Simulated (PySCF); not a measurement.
C3H11GeNO.
Bonds: C1–C2, C2–C3, C3–O4, O4–Ge5, Ge5–N6. Hydrogens: H7, H8, H9 on C1; H10, H11 on C2; H12, H13 on C3; H14, H15 on Ge5; H16, H17 on N6.

Level: B3LYP/def2-SVPD in PySCF, non-relativistic, on one gas-phase PBE0-D3(BJ)/def2-SVP geometry that isn't relaxed in the solvent. The solvent is an IEF-PCM continuum (Bondi radii, 1.10 Å for H, scaled by 1.2), and excitations are vertical TDDFT with non-equilibrium linear response and a frozen core. Only the electrostatic response of the medium enters. Spin–orbit coupling is left out although an atom past zinc is present.

Gas-phase singlets (H = HOMO, L = LUMO):

```
state  E (eV)  λ (nm)      f    leading configurations
   S1   6.482     191  0.042                 H-1→L 93%
   S2   6.532     190  0.002                   H→L 94%
   S3   6.797     182  0.001      H→L+1 49%, H→L+2 48%
   S4   6.995     177  0.035      H→L+2 49%, H→L+1 48%
   S5   7.120     174  0.004  H-1→L+1 84%, H-1→L+3 12%
```

**Question.** What are the lowest 5 singlets in cyclohexane (ε = 2.017)?

**Answer.** 
| state | E (eV) | λ (nm) | f | leading configurations | change by rank (eV) |
| --- | --- | --- | --- | --- | --- |
| S1 | 6.532 | 190 | 0.058 | H-1→L 93% | +0.050 |
| S2 | 6.603 | 188 | 0.003 | H→L 94% | +0.071 |
| S3 | 6.825 | 182 | 0.000 | H→L+1 50%, H→L+2 46% | +0.028 |
| S4 | 7.033 | 176 | 0.051 | H→L+2 50%, H→L+1 46% | +0.038 |
| S5 | 7.160 | 173 | 0.007 | H-1→L+1 83%, H-1→L+3 12% | +0.040 |

**Question.** Give the list for methanol (ε = 32.61), n² = 1.77.

**Answer.** 
```json
{"state": "S1", "E (eV)": "6.658", "λ (nm)": "186", "f": "0.063", "leading configurations": "H-1→L 90%", "change by rank (eV)": "+0.176"}
{"state": "S2", "E (eV)": "6.700", "λ (nm)": "185", "f": "0.004", "leading configurations": "H→L 87%", "change by rank (eV)": "+0.168"}
{"state": "S3", "E (eV)": "6.892", "λ (nm)": "180", "f": "0.001", "leading configurations": "H→L+1 80%, H→L+2 11%", "change by rank (eV)": "+0.095"}
{"state": "S4", "E (eV)": "7.154", "λ (nm)": "173", "f": "0.047", "leading configurations": "H→L+2 85%, H→L+1 11%", "change by rank (eV)": "+0.159"}
{"state": "S5", "E (eV)": "7.265", "λ (nm)": "171", "f": "0.009", "leading configurations": "H-1→L+1 68%, H-1→L+2 15%, H-1→L+3 10%", "change by rank (eV)": "+0.145"}
```

**Question.** The ground-state energy changes by -0.214 eV from gas to methanol. By how much does the total energy of gas-phase S1 change?

**Answer.** E(S1) = E(S0) + excitation energy, so it changes by -0.214 + 0.176 = -0.038 eV: it is lowered less than the ground state, which is what a blue shift means. This is the vertical state, with the slow part of the continuum still set for S0.

**Question.** How do the frontier levels move from gas to methanol?

**Answer.** 
```csv
orbital,gas (eV),solvent (eV),change (eV),"Löwdin shares, gas","Löwdin shares, solvent"
LUMO+2,0.61,0.67,+0.06,"Ge5 31 %, O4 16 %, H15 16 %, H14 16 %","Ge5 20 %, O4 14 %, H15 13 %, H14 13 %"
LUMO+1,0.46,0.60,+0.14,"Ge5 17 %, C3 11 %, C1 9 %, H14 9 %","Ge5 26 %, C3 12 %, H15 11 %, H14 11 %"
LUMO,0.08,0.24,+0.16,"Ge5 36 %, N6 13 %, H17 12 %, H16 12 %","Ge5 40 %, N6 12 %, O4 9 %, H17 9 %"
HOMO,-7.38,-7.41,-0.03,"O4 58 %, C3 14 %, Ge5 7 %, H13 6 %","O4 56 %, C3 14 %, Ge5 7 %, H13 6 %"
HOMO-1,-7.51,-7.51,0.00,"N6 65 %, Ge5 8 %, O4 8 %, H16 7 %","N6 65 %, Ge5 8 %, O4 7 %, H16 7 %"
HOMO-2,-8.19,-8.22,-0.03,"O4 44 %, C3 14 %, C2 10 %, N6 8 %","O4 41 %, C3 15 %, C2 11 %, N6 7 %"
HOMO-3,-9.04,-8.95,+0.09,"C2 24 %, C1 13 %, H11 10 %, H10 10 %","C2 23 %, C1 13 %, H11 10 %, H10 10 %"
```

The HOMO–LUMO gap goes from 7.46 to 7.66 eV.

Conformer computed: `[CH3:1][CH2:2][CH2:3][O:4][GeH2:5][NH2:6]`: C1–C2–C3–O4 180°, C2–C3–O4–Ge5 178°, C3–O4–Ge5–N6 -179°, H–N6–Ge5–O4 63°, H–N6–Ge5–O4 -64°.
